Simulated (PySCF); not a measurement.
# Ionisation energy of Mn by level of theory

Mn [Ar] 3d5 4s2 (6S) → Mn⁺ [Ar] 3d5 4s1 (7S), as a difference of total energies. All numbers are calculated (PySCF 2.14, the spin-free X2C one-electron Hamiltonian (Gaussian nucleus), in ANO-RCC-VTZP (6s5p3d2f1g, 59 functions)). Correlated levels: valence: [Ar] frozen; valence and next inner shell: [Ne] frozen. The calculations carry no spin-orbit coupling.

Question: Order these methods by the ionisation energy they give, lowest first.
A. r2SCAN
B. SCS-MP2 (valence)
C. M06-2X
D. PBE0

Answer: A (6.962 eV), D (7.117 eV), B (7.171 eV), C (8.113 eV).

Errors of the correlated levels include the incompleteness of this basis and the frozen core.

MP2 underrates the near-degeneracy of ns² with np² in the lower species.

For comparison: 7.434 eV (measured; NIST Atomic Spectra Database, ionization energies).
